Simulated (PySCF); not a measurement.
Running PySCF for KGa

The script input.py:

```python
from pyscf import gto, scf

mol = gto.M(
    atom='K 0 0 0; Ga 0 0 3.308',
    basis='lanl2dz',
    ecp={'K': 'lanl2dz', 'Ga': 'lanl2dz'},
    charge=0,
    spin=0,
    verbose=4,
)
mf = scf.RHF(mol)
mf.kernel()
mf.nuc_grad_method().kernel()
mf.dip_moment()
print('orbital energies (hartree):', mf.mo_energy[..., max(0, mol.nelec[1]-3):mol.nelec[0]+3].round(4))
```

```bash
$ python input.py
```

It prints (some set-up lines and the per-cycle HOMO/LUMO lines with their warnings removed):

```
PySCF version 2.14.0

[INPUT] Symbol           X                Y                Z      unit          X                Y                Z       unit  Magmom
[INPUT]  1 K      0.000000000000   0.000000000000   0.000000000000 AA    0.000000000000   0.000000000000   0.000000000000 Bohr   0.0
[INPUT]  2 Ga     0.000000000000   0.000000000000   3.308000000000 AA    0.000000000000   0.000000000000   6.251214020061 Bohr   0.0

nuclear repulsion = 4.31916103229746
number of shells = 9
number of NR pGTOs = 32
number of NR cGTOs = 20
basis = lanl2dz
ecp = {'K': 'lanl2dz', 'Ga': 'lanl2dz'}

******** <class 'pyscf.scf.hf.RHF'> ********
method = RHF
initial guess = minao
damping factor = 0
level_shift factor = 0
DIIS = <class 'pyscf.scf.diis.CDIIS'>
SCF conv_tol = 1e-09
SCF max_cycles = 50
Initial guess from minao.
init E= -20.4450149187142
cycle= 1 E= -29.6182346673875  delta_E= -9.17  |g|= 0.363  |ddm|= 3.25
cycle= 2 E= -29.7635209240745  delta_E= -0.145  |g|= 0.114  |ddm|= 2.07
cycle= 3 E= -29.7764368956771  delta_E= -0.0129  |g|= 0.0153  |ddm|= 0.391
cycle= 4 E= -29.7770424109584  delta_E= -0.000606  |g|= 0.00716  |ddm|= 0.0788
cycle= 5 E= -29.7772593953465  delta_E= -0.000217  |g|= 0.00188  |ddm|= 0.07
cycle= 6 E= -29.777273766008  delta_E= -1.44e-05  |g|= 0.000232  |ddm|= 0.0233
cycle= 7 E= -29.7772739341323  delta_E= -1.68e-07  |g|= 5.07e-05  |ddm|= 0.00275
cycle= 8 E= -29.7772739399442  delta_E= -5.81e-09  |g|= 6.91e-06  |ddm|= 0.00038
cycle= 9 E= -29.7772739400525  delta_E= -1.08e-10  |g|= 7.33e-07  |ddm|= 6.39e-05
Extra cycle  E= -29.7772739400537  delta_E= -1.14e-12  |g|= 2.73e-07  |ddm|= 5.73e-06
converged SCF energy = -29.7772739400537

******** <class 'pyscf.grad.rhf.Gradients'> for <class 'pyscf.scf.hf.RHF'> ********
unit = Eh/Bohr
--------------- RHF gradients ---------------
         x                y                z
0 K     0.0000000000    -0.0000000000     0.0170142288
1 Ga    -0.0000000000     0.0000000000    -0.0170142288
----------------------------------------------
Dipole moment(X, Y, Z, Debye):  0.00000, -0.00000, -4.93357
orbital energies (hartree): [-0.9421 -0.4022 -0.1427  0.0118  0.0151  0.0151]
```

In short: E(SCF) = -29.777274 Eh, 9 cycles, μz(SCF) = -4.93 D, gradient on the second atom -0.0170 Eh/bohr.

Wall time 0.94 s on one thread of a shared host.

Stability towards an unrestricted solution was not tested. The bond length is a typed value, not an optimised one.
